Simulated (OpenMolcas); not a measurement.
Computed levels of 2s² 2p in ions with 5 electrons, in cm-1 above ²P°_1/2.

```yaml
Program: OpenMolcas
Method: CASSCF
Basis: ANO-R2
Scalar_Hamiltonian: X2C, finite nucleus
Spin-orbit_coupling: state interaction with AMFI integrals over the reference wave functions, term energies averaged over their components
```

Active space for each ion: 3 electrons in 8 orbitals (2s 2p 3s 3p).

```tsv
Level	N2+	O3+	Ne5+
²P°_3/2	168	373	1262
```

Problem. Estimate ²P°_3/2 for F4+ from its neighbours O3+ and Ne5+.

Solution. ²P°_3/2 is fine structure, which grows about as the fourth power of a screened charge, so the fourth roots are averaged: ((373^0.25 + 1262^0.25) / 2)^4 = 719. The calculation gives 720, so the estimate is off by -0.1 %; the measured value is 746 (Moore, Atomic Energy Levels, vol. I, NSRDS-NBS 35 (1971 reprint of NBS Circular 467, 1949)).

Active for correlation alone: 3p 3s; no level in the range computed is led by a configuration that fills them, so any true level of that kind is missing. Computed and measured levels are paired by configuration, term and J; levels that our copy of the source lacks, or whose pairing is in doubt (as where it misses far off the trend of its configuration), stay unpaired and out of the deviations. Only configurations of the active space appear.

° marks odd parity.
